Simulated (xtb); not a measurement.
C3H9Ga, charge +1, doublet, geometry from GFN2-xTB (such geometries of metal compounds can be far from the true shape) (a state made from the parent by changing its charge; the spin is typed, not shown lowest), atoms displaced at random by about 0.05 Å a coordinate; GFN1-xTB run with xtb 6.7.1.

The xtb input:
```
$ xtb mol.xyz --gfn 1 --chrg 1 --uhf 1 --opt vtight --json

# file mol.xyz
13

Ga    -0.07856584    -0.14640809    -0.03438843
C     -1.50822532    -1.49638962    -0.12177407
H     -1.43780820    -2.19327294    -0.99484837
H     -2.43688809    -1.05512837    -0.19941175
H     -1.50092695    -2.12549435     0.70546317
C      0.17702168     1.80668813    -0.90642992
H      1.12157632     1.85130549    -1.40857670
H      0.06362012     2.57952721    -0.10885821
H     -0.63784873     1.82541044    -1.66564734
C      1.65022216     0.10732578     1.12030656
H      1.74649662     1.09429077     1.59674882
H      2.55924573     0.02721070     0.29910732
H      1.75623367    -0.74600049     1.71164324
```

What the program printed (banner, timings and long lists left out):

```
   ID    Z sym.   atoms
    1   31 Ga     1
    2    6 C      2, 6, 10
    3    1 H      3-5, 7-9, 11-13

           -------------------------------------------------
          |                Calculation Setup                |
           -------------------------------------------------

           -------------------------------------------------
          |                 G F N 1 - x T B                 |
           -------------------------------------------------

          ...................................................
          :                      SETUP                      :
          :.................................................:
          :  # basis functions                  40          :
          :  # atomic orbitals                  39          :
          :  # shells                           27          :
          :  # electrons                        23          :
          :  # halogen bonds                     0          :
          :  max. iterations                   250          :
          :  Hamiltonian                  GFN1-xTB          :
          :  restarted?                      false          :
          :  GBSA solvation                  false          :
          :  PC potential                    false          :
          :  electronic temp.          300.0000000     K    :
          :  accuracy                    1.0000000          :
          :  -> integral cutoff          0.2500000E+02      :
          :  -> integral neglect         0.1000000E-07      :
          :  -> SCF convergence          0.1000000E-05 Eh   :
          :  -> wf. convergence          0.2000000E-04 e    :
          :  Broyden damping             0.4000000          :
          :  net charge                          1          :
          :  unpaired electrons                  1          :
          ...................................................

 iter      E             dE          RMSdq      gap      omega  full diag
   1    -12.1070118 -0.121070E+02  0.700E+00    4.93       0.0  T
   2    -12.1182002 -0.111884E-01  0.416E+00    5.12       1.0  T
   3    -12.1177811  0.419188E-03  0.534E-01    5.05       1.0  T
   4    -12.1171115  0.669506E-03  0.374E-01    5.10       1.0  T
   5    -12.1184130 -0.130145E-02  0.231E-01    5.09       1.0  T
   6    -12.1193110 -0.897979E-03  0.187E-02    5.09       1.5  T
   7    -12.1193146 -0.361197E-05  0.659E-03    5.10       4.2  T
[...]
 * total energy  :   -11.9716362 Eh     change       -0.2427991E-06 Eh
 * total energy  :   -11.9716366 Eh     change       -0.4152285E-06 Eh
 * total energy  :   -11.9716369 Eh     change       -0.2624594E-06 Eh
 * total energy  :   -11.9716371 Eh     change       -0.2083545E-06 Eh
 * total energy  :   -11.9716372 Eh     change       -0.1545811E-06 Eh
 * total energy  :   -11.9716375 Eh     change       -0.2703194E-06 Eh
 * total energy  :   -11.9716377 Eh     change       -0.2249163E-06 Eh
 * total energy  :   -11.9716379 Eh     change       -0.1874095E-06 Eh
 * total energy  :   -11.9716381 Eh     change       -0.1511800E-06 Eh
 * total energy  :   -11.9716382 Eh     change       -0.1646175E-06 Eh
 * total energy  :   -11.9716384 Eh     change       -0.1457293E-06 Eh
 * total energy  :   -11.9716384 Eh     change       -0.5514827E-07 Eh
   *** GEOMETRY OPTIMIZATION CONVERGED AFTER 68 ITERATIONS ***
         :: total energy             -11.971638441481 Eh    ::
[...]
     2C    -0.17223 -0.30721   1.029  3.143  0.000
     3H     0.08841  0.13971   0.912  0.000  0.000
     4H     0.08781  0.13909   0.912  0.000  0.000
     5H     0.08790  0.13918   0.912  0.000  0.000
     6C    -0.09322 -0.23189   1.065  3.028  0.000
     7H     0.09018  0.14146   0.910  0.000  0.000
     8H     0.09666  0.14887   0.903  0.000  0.000
     9H     0.09709  0.14943   0.903  0.000  0.000
    10C    -0.09321 -0.23189   1.065  3.028  0.000
    11H     0.09017  0.14146   0.910  0.000  0.000
    12H     0.09707  0.14940   0.903  0.000  0.000
    13H     0.09666  0.14888   0.903  0.000  0.000

Wiberg/Mayer (AO) data.
largest (>0.10) Wiberg bond orders for each atom

 ---------------------------------------------------------------------------
     #   Z sym  total        # sym  WBO       # sym  WBO       # sym  WBO
 ---------------------------------------------------------------------------
     1  31 Ga   2.744 --     2 C    0.958     6 C    0.669    10 C    0.669
     2   6 C    3.980 --     1 Ga   0.958     4 H    0.927     5 H    0.926
                             3 H    0.925     6 C    0.115    10 C    0.115
     3   1 H    0.991 --     2 C    0.925
     4   1 H    0.991 --     2 C    0.927
     5   1 H    0.991 --     2 C    0.926
     6   6 C    3.811 --     7 H    0.955     8 H    0.931     9 H    0.929
                             1 Ga   0.669    10 C    0.192     2 C    0.115
     7   1 H    0.991 --     6 C    0.955
     8   1 H    0.991 --     6 C    0.931
     9   1 H    0.992 --     6 C    0.929
    10   6 C    3.810 --    11 H    0.955    13 H    0.931    12 H    0.929
                             1 Ga   0.669     6 C    0.192     2 C    0.115
    11   1 H    0.991 --    10 C    0.955
    12   1 H    0.992 --    10 C    0.929
    13   1 H    0.991 --    10 C    0.931
 ---------------------------------------------------------------------------

Topologies differ in total number of bonds
Writing topology from bond orders to xtbtopo.mol

 dipole moment from electron density (au)
     X       Y       Z
   0.4181   0.4333   0.0189  total (Debye):    1.531

optimized geometry written to: xtbopt.xyz

           -------------------------------------------------
          | TOTAL ENERGY              -11.971638441481 Eh   |
          | GRADIENT NORM               0.000047383570 Eh/α |
          | HOMO-LUMO GAP               5.345263111748 eV   |
           -------------------------------------------------
```
